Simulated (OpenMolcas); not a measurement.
An atom or ion with 15 electrons was computed by MS-CASPT2, IPEA 0.25 Eh, imaginary shift 0.1 Eh with spin-orbit coupling (OpenMolcas, ANO-RCC-VTZP, DKH2). The lowest levels that the run gave, each within 12 % of the measured value where one is at hand:

```csv
J,Parity,E (cm⁻¹),g
3/2,odd,0.0,2.002
3/2,odd,18940,0.802
5/2,odd,19000,1.200
1/2,odd,30450,0.666
3/2,odd,30500,1.332
5/2,even,102520,1.601
3/2,even,103130,1.735
1/2,even,103490,2.670
3/2,even,134460,0.800
5/2,even,134480,1.201
1/2,even,163220,2.000
3/2,even,176270,1.334
```

Question: Which ion is it, and what are the configurations and terms?

Answer: Cl III (Z = 17, charge +2; active space 5 electrons in 4 orbitals (3s 3p)). J, parity and g give the terms where levels are pure, and mixed ones are named by the computed weights; the size of the splittings, set against known spectra of the 15-electron sequence, gives the charge. In order, with the measured energies in cm⁻¹ (Moore, Atomic Energy Levels, vol. I, NSRDS-NBS 35 (1971 reprint of NBS Circular 467, 1949)): 3s² 3p³ ⁴S°_3/2, 3s² 3p³ ²D°_3/2 (18053), 3s² 3p³ ²D°_5/2 (18120), 3s² 3p³ ²P°_1/2 (29812), 3s² 3p³ ²P°_3/2 (29907), 3s 3p⁴ ⁴P_5/2 (98520), 3s 3p⁴ ⁴P_3/2 (99130), 3s 3p⁴ ⁴P_1/2 (99475), 3s 3p⁴ ²D_3/2, 3s 3p⁴ ²D_5/2, 3s 3p⁴ ²S_1/2, 3s 3p⁴ ²P_3/2.

Term energies are means over components that CASPT2 splits; among the terms shown or strongly mixed into the levels shown the widest spread is 1700 cm-1 (3s 3p⁴ ²D). Over all roots computed the reference weight is 0.87 to 0.96; the roots of lowest weight are the least certain, and an intruder state may touch them. Terms of s pⁿ other than that of highest spin mix with s² pⁿ⁻² d, which this space lacks; all of them can be thousands of cm-1 off, and some have no real level of that name. Computed and measured levels are paired by configuration, term and J; levels that our copy of the source lacks, or whose pairing is in doubt (as where it misses far off the trend of its configuration), stay unpaired and out of the deviations. Only configurations of the active space appear.

° marks odd parity.
